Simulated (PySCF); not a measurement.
Al: excitation energy

Al [Ne] 3s2 3p1 (2P) → Al [Ne] 3s1 3p1 4s1 (4P), as a difference of total energies. All numbers are calculated (PySCF 2.14, the spin-free X2C one-electron Hamiltonian (Gaussian nucleus), in aug-cc-pCVTZ-DK). Correlated levels: nothing frozen. The calculations carry no spin-orbit coupling.

| method | excitation energy (eV) |
| --- | --- |
| UHF | 6.433 |
| MP2 (all electrons) | 7.382 |
| SCS-MP2 (all electrons) | 7.601 |
| CCSD (all electrons) | 7.586 |
| CCSD(T) (all electrons) | 7.639 |

How much does correlation contribute at CCSD(T) (all electrons)?

7.639 − (6.433) = 1.206 eV, measured against UHF.

The upper state lies above the first ionisation limit, but in LS coupling its spin forbids autoionisation to the ground ion. A Rydberg-like electron needs more diffuse functions than a valence basis has.

The promoted electron is Rydberg-like, and one or two diffuse shells describe it only roughly, which tends to raise the upper state.
